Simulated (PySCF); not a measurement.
# Unknown compound

An unknown has the formula C$_{7}$H$_{14}$FNSi. Its calculated NMR data are:

¹H NMR (400 MHz, computed): δ 6.48 (m, 1H), 5.66 (m, 1H), 4.67 (m, 1H), 4.47 (m, 1H), 2.56 (m, 1H), 2.29 (s, 6H), 2.08 (d, 3H).

¹³C{¹H} NMR (computed): δ 156.9, 138.4, 100.5, 68.3, 47.9, 20.9.

Fast rotation and ring inversion assumed for equivalent nuclei, no solvent model, a single conformation, relativity neglected. Shieldings: GIAO PBE0/pcSseg-1; GFN2-xTB geometry; PySCF 2.14.0 with density-fitted response routines.

Referencing at the same level of theory: TMS for ¹H, ¹³C.

**Question.** Choose the structure that fits.
A. CCC(/C=N\C)=C/[SiH2]CF
B. C/C=C1/[SiH2][C@@H](N(C)C)[C@@H]1F
C. CC#C[Si@@H](F)[C@@H](C)N(C)C

**Answer.** B. 

The formula gives 2 degrees of unsaturation (1 ring in the answer). 6 carbon signals for 7 carbons: some carbons are equivalent by symmetry or fast rotation. Carbon types of the structure: 1 × C, 3 × CH, 3 × CH3, leaving 2 H on heteroatoms. δC 156.9: alkene CH; an sp2 carbon of a C=C bond. δC 138.4: fully substituted alkene carbon; as expected for a trigonal carbon in a double bond. δC 100.5: allylic sp3 CH bonded to F; the inductive effect lowers its shielding. δC 68.3: sp3 CH bonded to N and Si; deshielded by the electronegative neighbour. δC 20.9: allylic methyl carbon; saturated and bonded to C and H only.

The others: CCC(/C=N\C)=C/[SiH2]CF would give 7 carbon signals, not 6; CC#C[Si@@H](F)[C@@H](C)N(C)C would give 5 signals for carbon-bound and other non-exchanging H, not 7.

Splittings by ¹⁹F in the carbon and heteronuclear signals aren't shown, as no couplings were computed. Shifts are as computed. Against solution values, carbons near 30 ppm lie about +3 ppm off and those near 130 ppm about +5 ppm. Of 1309 compounds with measured shifts, 239 miss one by over three times the rms of a fit or turn the order of signals round; such compounds aren't used in these exercises. Multiplicities follow the n + 1 count of equivalent neighbours, as no J values were calculated; m marks all less simple cases, F and P coupling included.
